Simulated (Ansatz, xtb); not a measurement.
## Two structures of AgH2NS

We compare I, a singlet given by its coordinates, with II, `N[S][Ag]`, a singlet. Both are isolated molecules in the gas phase, relaxed with PBE0-D3(BJ)/def2-SVP; the shapes shown needn't be the lowest conformers.

I (Å):

```tsv
atom	x (Å)	y (Å)	z (Å)
Ag	0.1105	-0.7752	-3.8565
N	-0.0272	-0.3110	-1.8585
S	0.0687	-1.5893	-0.7328
H	1.2357	-1.2403	-0.1242
H	-0.8908	0.1973	-1.6739
```

Close contacts (Å): Ag1–N2 2.06, Ag1–S3 3.23, N2–S3 1.71, N2–H5 1.02, S3–H4 1.36.

II (Å):

```yaml
atoms:
  - { symbol: Ag, position_ang: [1.0987, -1.0246, -0.0010] }
  - { symbol: N, position_ang: [-1.5934, 0.9654, -0.1597] }
  - { symbol: S, position_ang: [-1.0111, -0.3085, 0.8006] }
  - { symbol: H, position_ang: [-1.8071, 0.7153, -1.1204] }
  - { symbol: H, position_ang: [-1.0488, 1.8213, -0.1131] }
```

Quicker runs give these differences E(II) − E(I): GFN2-xTB −15.3 kcal/mol; HF/STO-3G −11.7 kcal/mol (at GFN2-xTB geometries); r2SCAN-D4/def2-SVP −27.4 kcal/mol (at GFN2-xTB geometries).

Q: Estimate E(II) − E(I) at the level CCSD(T)/def2-TZVPP.

A: Calculated at CCSD(T)/def2-TZVPP: E(II) − E(I) = −23.7 kcal/mol, so structure II lies lower.

Level by level:

| level | geometry | E(II) − E(I) (kcal/mol) | departure from the last row (kcal/mol) | job, with rough time for the two |
| --- | --- | --- | --- | --- |
| GFN2-xTB | GFN2-xTB | −15.3 | +8.4 | optimisation, 0.48 s |
| HF/STO-3G | GFN2-xTB | −11.7 | +12.0 | single point, 8 s |
| r2SCAN-D4/def2-SVP | GFN2-xTB | −27.4 | −3.7 | single point, 11 s |
| PBE0-D3(BJ)/def2-SVP | PBE0-D3(BJ)/def2-SVP | −27.9 | −4.2 | optimisation, 1.7 min |
| HF/def2-TZVPP | PBE0-D3(BJ)/def2-SVP | −25.6 | −1.9 | part of the CCSD(T) run |
| MP2/def2-TZVPP | PBE0-D3(BJ)/def2-SVP | −23.1 | +0.5 | part of the CCSD(T) run |
| CCSD(T)/def2-TZVPP | PBE0-D3(BJ)/def2-SVP | −23.7 |  | single point, 8.3 min |

The levels shown agree on the order. The largest departure from CCSD(T)/def2-TZVPP is that of HF/STO-3G, 12.0 kcal/mol.

With harmonic frequencies from PBE0-D3(BJ)/def2-SVP (ideal gas, rigid rotor, one conformer each, 298.15 K, 1 atm): the zero-point term adds +2.3 kcal/mol; ΔH is −21.4 and ΔG −21.3 kcal/mol.

The T1 diagnostic of structures I and II is large, so the coupled-cluster value is less sure. The correlated steps freeze 6 core orbitals; the last core shell of Ag is correlated, in a basis made for valence electrons. Atoms past krypton carry core potentials in the def2 sets, other sets are all-electron and non-relativistic, and no spin–orbit term is included. Mirror images aren't counted in ΔG. Codes used: Ansatz 0.2.0, xtb 6.7.1; the last row on 1 thread of AMD EPYC (Zen 3) on a shared host.
